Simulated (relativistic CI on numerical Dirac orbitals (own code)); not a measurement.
## V2+ in a cubic cluster: 1s photoemission with charge transfer

Computed with a charge-transfer multiplet model of a cubic metal-ligand cluster with up to 2 ligand holes, Slater and spin-orbit integrals from Dirac-Coulomb-Breit ions, Slater integrals scaled by 0.9. The ground state mixes d3 with configurations of k ligand holes L, whose averages lie at kΔ + k(k − 1)U_dd/2; a core hole lowers each added d electron by U_cd. 300 K, Lorentzian 1.1 eV and Gaussian 0.6 eV FWHM.

Atomic integrals in eV (Slater integrals scaled, ζ unscaled), ground: F2dd 8.026, F4dd 4.988, zeta_d 0.019; with the core hole: F2dd 9.721, F4dd 6.087, zeta_d 0.034, G2cd 0.043.

Cluster parameters (eV): Δ = 4.8, U_dd = 5.5, U_cd = 6.5, 10Dq = 0.85, 10Dq(ligand) = 1.2, final-state hopping factor = 1.

Weights, n_d and S are thermal averages at 300 K. Binding energies count from the first peak over 30 % of the highest in each spectrum, which can be another peak from case to case. The parameters are a model scan and need not match a compound or its usual spin state. Peaks in eV (height, largest 100): -3.5 (13), 0.0 (100).

(1) Which parameters give this spectrum?
A. V(eg) = 0.6 eV, V(t2g) = -0.28 eV
B. V(eg) = 1.2 eV, V(t2g) = -0.57 eV
C. V(eg) = 0.3 eV, V(t2g) = -0.14 eV

## Answers

(1) C. V(eg) = 0.3 eV, V(t2g) = -0.14 eV; the ground state then has 3.02 d electrons and S = 1.50. The choice follows from running the model for each set and comparing peak positions and heights.
